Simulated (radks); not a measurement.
Values are calculated unless marked as measured or tabulated.
Xe14+, configuration [Kr] 4d4 (the NIST ground configuration). Level of theory: Dirac Kohn-Sham, AM05, spin-unpolarised, spherical densities, finite nucleus; open shells fill j = l - 1/2 first; Fermi nuclear charge, rms radius 4.7859 fm (a radial shooting solver on a logarithmic mesh with Libxc functionals).

Radial electron density D(r) = 4 pi r^2 rho(r):

| r (bohr) | D(r) (e/bohr) |
|---|---|
| 0.001967 | 6.598 |
| 0.002236 | 8.110 |
| 0.002521 | 9.805 |
| 0.002865 | 11.95 |
| 0.003256 | 14.50 |
| 0.003672 | 17.28 |
| 0.004173 | 20.72 |
| 0.004743 | 24.65 |
| 0.005348 | 28.80 |
| 0.006078 | 33.68 |
| 0.006908 | 38.98 |
| 0.007788 | 44.23 |
| 0.008852 | 49.95 |
| 0.01006 | 55.57 |
| 0.01134 | 60.49 |
| 0.01289 | 65.05 |
| 0.01465 | 68.57 |
| 0.01652 | 70.67 |
| 0.01878 | 71.44 |
| 0.02134 | 70.70 |
| 0.02406 | 68.88 |
| 0.02735 | 66.26 |
| 0.03108 | 63.75 |
| 0.03505 | 62.38 |
| 0.03983 | 62.83 |
| 0.04527 | 65.83 |
| 0.05104 | 70.92 |
| 0.05801 | 77.91 |
| 0.06593 | 84.89 |
| 0.07434 | 89.54 |
| 0.08449 | 90.74 |
| 0.09603 | 87.29 |
| 0.1083 | 80.61 |
| 0.1231 | 72.20 |
| 0.1399 | 65.77 |
| 0.1577 | 63.92 |
| 0.1792 | 66.82 |
| 0.2037 | 72.34 |
| 0.2297 | 75.96 |
| 0.261 | 74.21 |
| 0.2967 | 65.22 |
| 0.3345 | 52.17 |
| 0.3802 | 37.86 |
| 0.4321 | 27.71 |
| 0.4872 | 23.62 |
| 0.5537 | 23.48 |
| 0.6293 | 24.13 |
| 0.7096 | 22.77 |
| 0.8064 | 18.52 |
| 0.9166 | 12.67 |
| 1.033 | 7.499 |
| 1.175 | 3.546 |
| 1.335 | 1.362 |
| 1.505 | 0.4535 |
| 1.711 | 0.1109 |
| 1.944 | 0.02071 |
| 2.192 | 0.003271 |
| 2.491 | 0.0003291 |

D(r) has 4 maxima, at r = 0.0188, 0.0818, 0.237, 0.624 bohr, and minima at 0.0365, 0.155, 0.519 bohr, inside which lie 2.02, 11.13, 29.27 electrons.
